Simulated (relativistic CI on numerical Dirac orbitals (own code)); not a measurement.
# Ir3+ (5d6) in a crystal field

Calculated by Dirac-Coulomb-Breit CI, separate exchange-only KLI orbitals for each configuration, model QED, valence Slater integrals scaled by 0.7, one configuration in a parametric crystal field (own radial code).

Field parameters in Wybourne normalisation: Td as Oh with Dq negative (B⁴₀ = 21Dq, B⁴₄ = √(5/14) B⁴₀). The field is a parameter set, without covalency.

S is read from ⟨S²⟩ = S(S + 1).

Levels (cm⁻¹, degeneracy): 0 (2), 595 (1), 817 (3), 1170 (3), 5410 (1), 7542 (3), 8167 (2), 8465 (3), 10449 (2), 10678 (1), 10786 (3), 13643 (3).

Q: Which field gives this pattern?
A. Td, 10Dq = -12400 cm⁻¹
B. Td, 10Dq = -14400 cm⁻¹
C. Td, 10Dq = -6800 cm⁻¹

A: A. Td, 10Dq = -12400 cm⁻¹, ground level with S = 1.53.
